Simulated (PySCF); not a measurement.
3-methylsulfanylbuta-1,2-diene (C5H8S), SMILES C=C=C(C)SC.

Coordinates come from a PBE0-D3(BJ)/def2-SVP optimisation. One conformer was computed; it need not be the lowest.

All values below come from TDA-PBE/def2-SVPD run with PySCF.

Vertical excitations. The molecule is in vacuum.

```json
[
 {"state": "S1", "energy (eV)": "4.32", "λ (nm)": "287", "f": "0.018", "main pairs": "HOMO→LUMO 77 %, HOMO→LUMO+1 20 %"},
 {"state": "S2", "energy (eV)": "4.55", "λ (nm)": "272", "f": "0.047", "main pairs": "HOMO→LUMO+1 73 %, HOMO→LUMO 17 %"},
 {"state": "S3", "energy (eV)": "5.10", "λ (nm)": "243", "f": "0.003", "main pairs": "HOMO→LUMO+2 95 %"},
 {"state": "S4", "energy (eV)": "5.33", "λ (nm)": "233", "f": "0.009", "main pairs": "HOMO→LUMO+3 95 %"},
 {"state": "S5", "energy (eV)": "5.46", "λ (nm)": "227", "f": "0.000", "main pairs": "HOMO−1→LUMO 63 %, HOMO−2→LUMO 19 %, HOMO−1→LUMO+1 17 %"},
 {"state": "S6", "energy (eV)": "5.80", "λ (nm)": "214", "f": "0.000", "main pairs": "HOMO−2→LUMO+1 60 %, HOMO−2→LUMO 19 %, HOMO−1→LUMO 14 %"},
 {"state": "S7", "energy (eV)": "5.95", "λ (nm)": "208", "f": "0.007", "main pairs": "HOMO→LUMO+4 92 %"},
 {"state": "S8", "energy (eV)": "6.08", "λ (nm)": "204", "f": "0.011", "main pairs": "HOMO→LUMO+5 88 %"},
 {"state": "S9", "energy (eV)": "6.22", "λ (nm)": "199", "f": "0.054", "main pairs": "HOMO−1→LUMO+2 61 %, HOMO−1→LUMO+1 16 %"},
 {"state": "S10", "energy (eV)": "6.33", "λ (nm)": "196", "f": "0.006", "main pairs": "HOMO→LUMO+6 83 %"},
 {"state": "T1", "energy (eV)": "3.83", "λ (nm)": "324", "f": "0", "main pairs": "HOMO→LUMO 89 %"},
 {"state": "T2", "energy (eV)": "3.99", "λ (nm)": "310", "f": "0", "main pairs": "HOMO→LUMO+1 80 %"},
 {"state": "T3", "energy (eV)": "4.61", "λ (nm)": "269", "f": "0", "main pairs": "HOMO−1→LUMO 44 %, HOMO−2→LUMO 38 %, HOMO→LUMO+1 7 %, HOMO−2→LUMO+1 7 %"},
 {"state": "T4", "energy (eV)": "4.83", "λ (nm)": "257", "f": "0", "main pairs": "HOMO→LUMO+2 41 %, HOMO−1→LUMO+1 32 %, HOMO−2→LUMO 13 %, HOMO→LUMO+3 6 %"}
]
```
Triplets are in the Tamm–Dancoff approximation.
